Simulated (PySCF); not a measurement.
C2H5Zn, neutral, multiplicity 2. Atoms are numbered in the order given.

```xyz
8

Zn    -0.0763     0.9339     0.0000
C      0.6846    -1.0283     0.0000
C     -0.3998    -2.0936     0.0000
H      1.3254    -1.0635     0.8967
H      1.3254    -1.0635    -0.8967
H     -1.0504    -2.0230    -0.8876
H     -1.0504    -2.0230     0.8876
H      0.0294    -3.1139     0.0000
```
Charge 0, spin multiplicity 2.

Coordinates come from a B3LYP-D3(BJ)/def2-SVP optimisation. The multiplicity is an assumed one; other spin states were not compared. The isomer is the one that the SMILES or the coordinates give; other isomers of the formula were not compared.

Computed with IEF-PCM-ωB97X/def2-SVP (PySCF).

The values are the electrostatic part of the solvation free energy, E(continuum) − E(gas) at the gas-phase geometry, in a cavity of scaled van der Waals radii (PySCF's table); cavitation and dispersion terms are not included. A continuum can't describe solvent molecules that bind to the metal. The dipole moment in vacuum is 0.16 D.

```tsv
solvent	ε	ΔG(elec) (kcal/mol)	dipole (D)
water	78.36	-3.4	0.82
dichloromethane	8.93	-2.9	0.64
acetone	20.49	-3.2	0.75
```
